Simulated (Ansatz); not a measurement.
Sn3H8⁺. Total charge 1; doublet. Geometry PBE0-D4/def2-SVP, that of the neutral singlet.

```xyz
11

Sn    1.885   -0.290    1.358
H     1.340   -1.488    2.456
H     3.553   -0.546    1.051
H     1.697    1.245    2.099
Sn    0.399   -0.391   -0.992
H     0.333   -2.010   -1.560
H     1.183    0.546   -2.198
Sn   -2.183    0.574   -0.621
H    -3.089    0.507   -2.075
H    -2.995   -0.351    0.573
H    -2.122    2.204   -0.091
```

In the def2 sets Sn takes a core potential; there is no spin–orbit coupling.

Estimate the α-spin orbital energies around the gap (eV) in Ansatz with PBE-D4/def2-TZVP, r2SCAN-D4/def2-TZVP, PBE0-D4/def2-TZVP.


```
orbital  PBE-D4/def2-TZVP  r2SCAN-D4/def2-TZVP  PBE0-D4/def2-TZVP
 HOMO−5            -12.78               -13.13             -14.01
 HOMO−4            -12.55               -12.90             -13.79
 HOMO−3            -12.37               -12.70             -13.60
 HOMO−2            -12.16               -12.48             -13.36
 HOMO−1            -11.87               -12.17             -12.97
   HOMO            -11.74               -12.14             -12.80
   LUMO             -6.52                -6.28              -5.73
 LUMO+1             -5.70                -5.47              -4.94
 LUMO+2             -5.53                -5.36              -4.80
 LUMO+3             -5.46                -5.26              -4.70
 LUMO+4             -4.66                -4.41              -3.93
 LUMO+5             -4.36                -3.97              -3.48
 β HOMO            -11.67               -11.92             -12.64
 β LUMO            -11.11               -11.05             -10.54
```
